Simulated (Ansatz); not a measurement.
CH4Cl3NSi (`CN[Si](Cl)(Cl)Cl`). Total charge 0; spin multiplicity 1.

Z-matrix (Å, degrees):
```
C
N 1 1.450
H 1 1.095 2 112.7
H 1 1.092 2 109.6 3 -120.2
H 1 1.092 2 110.5 3 121.9
Si 2 1.680 1 125.2 3 93.2
H 2 1.007 1 115.2 3 -68.9
Cl 6 2.032 2 107.5 1 177.6
Cl 6 2.044 2 114.2 1 -62.1
Cl 6 2.036 2 110.4 1 56.8
```

Give the diagnostics of a CCSD(T)/def2-TZVPP run (frozen core, the Gaussian-basis code of Ansatz). (Best estimate.)

Ansatz gave: T1 = 0.0091, largest single amplitude 0.011, largest double 0.011, (T) share of the correlation energy 4.1 %, 8 CCSD cycles. The RHF solution is stable towards an unrestricted one. T1 lies under the customary mark of 0.02 for closed shells.
